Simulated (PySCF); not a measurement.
# Telling isomers of C₆H₈F₃N apart by NMR

- σ from GIAO-PBE0/pcSseg-1
- structure optimised with GFN2-xTB
- code: PySCF
- one averaged value for each set of equivalent atoms, relativity neglected, in vacuum, one computed conformer

Referencing at the same level of theory: TMS for 1H (σ = 31.72 ppm), 13C (σ = 186.93 ppm). Splittings of carbon signals by F and P are missing where no couplings were computed. Where no couplings were computed, multiplicities follow the n + 1 count of equivalent neighbours, and m marks all less simple cases (inequivalent or close neighbours, rings, F or P nearby). Shifts are as computed. Against solution values, carbons near 30 ppm lie about +3 ppm off and those near 130 ppm about +5 ppm. Of 1211 compounds with measured shifts, 218 miss one by over three times the rms of a fit or turn the order of signals round; such compounds aren't used in these exercises.

(1) Tabulate the signals of `FC(F)(F)C1=NCCCC1`, `C/N=C/[C@@H]1C[C@]1(F)C(F)F` and their relative energies.

(2) What is the quickest way to tell FC(F)(F)C1=NCCCC1 from C/N=C/[C@@H]1C[C@]1(F)C(F)F?

Answers

(1) 
| SMILES | carbon types | δC | δH | E rel. (kcal/mol) |
| --- | --- | --- | --- | --- |
| FC(F)(F)C1=NCCCC1 | 2×C 4×CH2 | 163.2, 129.4, 52.6, 26.7, 25.0, 22.0 | 4.16 (m, 2H), 2.34 (m, 2H), 1.67 (m, 2H), 1.53 (m, 2H) | 0.0 |
| C/N=C/[C@@H]1C[C@]1(F)C(F)F | 1×C 3×CH 1×CH2 1×CH3 | 162.9, 123.5, 86.1, 50.9, 34.4, 19.3 | 7.21 (m, 1H), 6.93 (m, 1H), 3.65 (s, 3H), 2.77 (m, 1H), 1.60 (m, 1H), 1.46 (m, 1H) | 39.9 |

Energies are electronic energies at PBE0/pcSseg-1 on these geometries, without zero-point or thermal terms, each for the one conformer computed, which needn't be the lowest.

(2) Both give the same number of carbon signals, but DEPT or the intensities differ. The first has a C=N carbon (C) at 163.2 ppm, the second a C=N carbon (CH) at 162.9 ppm. In the proton spectra the most deshielded non-exchanging signals are 4.16 (m, 2H) and 7.21 (m, 1H).
